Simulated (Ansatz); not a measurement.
Stepwise reaction of `Cl[SiH2]Br` with ammonia, as a gas-phase model of exchange steps in deposition or etching. ΔE in kJ/mol; ΔG adds harmonic PBE0-D4 terms to CCSD(T)/CBS, at 1 bar.

Isolated molecules relaxed with PBE0-D4/def2-TZVP in Ansatz; ΔE leaves out vibrations. CCSD(T)/CBS is the MP2 limit (def2-TZVPP, def2-QZVPP) plus CCSD(T) − MP2 in def2-TZVPP, frozen cores. This one scheme is used for every species. DFT in def2-TZVPP. B3LYP here is the variant with VWN-RPA as its local correlation; programs differ in this. For Br outer-core shells are correlated without core-valence functions, which leaves a few kJ/mol of doubt a bond. Scalar relativity is left out up to krypton. Each species was taken in one conformer, which may not be the lowest.

```csv
step,reaction,PBE-D4,B3LYP-D4,ωB97M-V,CCSD(T)/CBS,ΔG(500 K)
1,`Cl[SiH2]Br` + NH₃ → `N[SiH](Cl)Br` + H₂,-45.4,-47.6,-48.4,-46.6,-48.1
2,`N[SiH](Cl)Br` + NH₃ → `N[Si](N)(Cl)Br` + H₂,-52.8,-56.3,-57.3,-55.8,-51.2
```

(1) By hand: ΔE of the 2 steps together at CCSD(T)/CBS.

## Answers

(1) (-46.6) + (-55.8) = -102.4 kJ/mol, or -51.2 kJ/mol a step.

In ΔE each step is lower than the one before. All are downhill at CCSD(T)/CBS. ΔG lies between -51.2 and -48.1 kJ/mol a step. PBE-D4 differs from CCSD(T)/CBS by 1.2 to 3.0 kJ/mol a step. Isolated molecules leave out the surface, adducts and barriers. Largest T1 diagnostic: 0.008.
